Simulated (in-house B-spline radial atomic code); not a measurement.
# Solving the quasi-particle equation for 5d up of the mercury ion Hg⁷⁺

Configuration [Xe] 4f14 5d5, highest spin, start r2SCAN; correlation leaves out the 12 deepest shells. Computed with an all-electron radial atomic-structure program (B-spline basis): all electrons, scalar-relativistic (spin-free one-electron X2C), finite nucleus, each spin shell either full or empty, empty states to l = 9 with an (l + 1/2)⁻⁴ tail; G0W0 by contour deformation at full frequency.

At the mean-field level ε = -109.146 eV the matrix elements are Σx = -43.426 eV, v_xc = -34.984 eV and Σc(ε) = -0.567 eV, and the slope of the correlation self-energy is dΣc/dω = -0.0169. The quasi-particle energy solves E = ε + Σx − v_xc + Σc(E).

Question: What does the linearised equation give?

Answer: Z = 1/(1 − dΣc/dω) = 1/1.0169 = 0.9834. The first-order shift is Σx − v_xc + Σc(ε) = -43.426 − (-34.984) + (-0.567) = -9.009 eV, so E ≈ ε + Z × shift = -109.146 + 0.9834 × (-9.009) = -118.005 eV.

Question: How does that compare with the full solution and with static screening?

Answer: Solving the equation at full frequency dependence gives E = -117.994 eV, where Σc = -0.406 eV and the weight is 0.981; the linearised value is off by 12 meV. Leaving Z out would give -118.155 eV. Static COHSEX puts -2.149 eV in place of Σc and gives -119.737 eV, 1.74 eV deeper.
